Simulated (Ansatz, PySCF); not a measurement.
Lewis adduct: GaH2I (SMILES [GaH2][I]) (first 4 atoms) with H2O (SMILES O); geometry from B3LYP-D3(BJ)/def2-TZVP, rigid monomers moved along the line of their centres of mass till Ga1···O5 is 2.94 Å.
(charge 0, multiplicity 1):
```xyz
7

Ga    -0.027    -1.207     1.509
I     -0.162     1.068     0.285
H      1.396    -1.837     1.484
H     -1.411    -1.920     1.662
O      0.023    -0.341     4.315
H      0.188     0.588     4.083
H     -0.848    -0.367     4.733
```

Counterpoise-corrected where a basis set is named; no monomer relaxation.

Frozen-core correlation. Filled d and f shells under p-block atoms count as core. CBS: X⁻³ extrapolation of the correlation energy, Hartree–Fock from the larger set.

Programs: Ansatz (Gaussian basis) for Hartree–Fock, density functionals and correlated methods; PySCF for the dispersion terms. Each number belongs to the level named beside it. In def2 rows elements past Kr take small-core potentials, without spin–orbit coupling.

PBE/def2-TZVPPD gives -8.26 kcal/mol for the interaction energy.

### Question
Predict the shift from PBE, with its sign, for: PBE-D3(BJ)/def2-TZVPPD, r2SCAN/def2-TZVPPD, B3LYP/def2-TZVPPD, wB97M-V/def2-TZVPPD, MP2/CBS(def2-SVPD, def2-TZVPPD), CCSD(T)/CBS(def2-SVPD, def2-TZVPPD).

### Answer
PBE-D3(BJ)/def2-TZVPPD -0.90; r2SCAN/def2-TZVPPD -1.21; B3LYP/def2-TZVPPD 0.79; wB97M-V/def2-TZVPPD -1.24; MP2/CBS(def2-SVPD, def2-TZVPPD) -0.91; CCSD(T)/CBS(def2-SVPD, def2-TZVPPD) -0.70 kcal/mol. 1 of 6 lie above PBE; the widest gap is to wB97M-V/def2-TZVPPD.

Ansatz is a first-principles code.
